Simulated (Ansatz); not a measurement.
Isolated molecules relaxed with PBE0-D4/def2-TZVP in Ansatz; ΔE leaves out vibrations. CCSD(T)/CBS is the MP2 limit (def2-TZVPP, def2-QZVPP) plus CCSD(T) − MP2 in def2-TZVPP, frozen cores. This one scheme is used for every species. DFT in def2-TZVPP. Each species was taken in one conformer, which may not be the lowest.

Reaction (formal exchange of groups at the Si–Cl bond): `F[SiH2]O[SiH2]Cl` + SiH₄ → `F[SiH2]O[SiH2][SiH3]` + HCl

| species | ωB97X-V energy (Eh) |
| --- | --- |
| `F[SiH2]O[SiH2]Cl` | -1216.76641 |
| SiH₄ | -291.84038 |
| `F[SiH2]O[SiH2][SiH3]` | -1047.81431 |
| HCl | -460.74877 |

Question: Work out ΔE.

Answer: ΔE = (-1047.81431) + (-460.74877) − (-1216.76641) − (-291.84038) = 0.04371 Eh = +27.4 kcal/mol. CCSD(T)/CBS gives +27.7 kcal/mol.

Largest T1 diagnostic among the species: 0.012.

The D4 term adds −0.8 kcal/mol with B3LYP and −0.5 kcal/mol with PBE0; it sums over pairs of atoms, weighted by their polarisabilities, and B3LYP, whose exchange is more repulsive, gets the larger term. In def2-TZVPP, CCSD(T) changes the Hartree–Fock value by −5.1 kcal/mol (the triples alone add −0.4 kcal/mol) and MP2 by −2.5 kcal/mol.

B3LYP here is the variant with VWN-RPA as its local correlation; programs differ in this.
